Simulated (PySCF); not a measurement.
Correlation energy of V⁺ (vanadium, charge +1)

[Ar] 3d3 4s1, high-spin 5F determinant (an excited configuration). Computed with PySCF 2.14 in x2c-TZVPPall (6s5p4d2f1g, 64 functions), with scalar relativity by spin-free X2C-1e. Frozen: [Ne]; 12 electrons correlated.

```json
{"level": "CCSD", "correlation energy (mhartree)": "-323.92"}
{"level": "(T)", "correlation energy (mhartree)": "-6.91"}
{"level": "CCSD(T)", "correlation energy (mhartree)": "-330.83"}
```

Diagnostics: T1 = 0.0094, D1 = 0.0334, largest double amplitude 0.022.

Task: Is a single reference adequate?

Result: Yes: T1 lies below 0.03 and no double amplitude reaches 0.07.

This basis was not built for core-valence correlation, so the inner-shell part is incomplete.
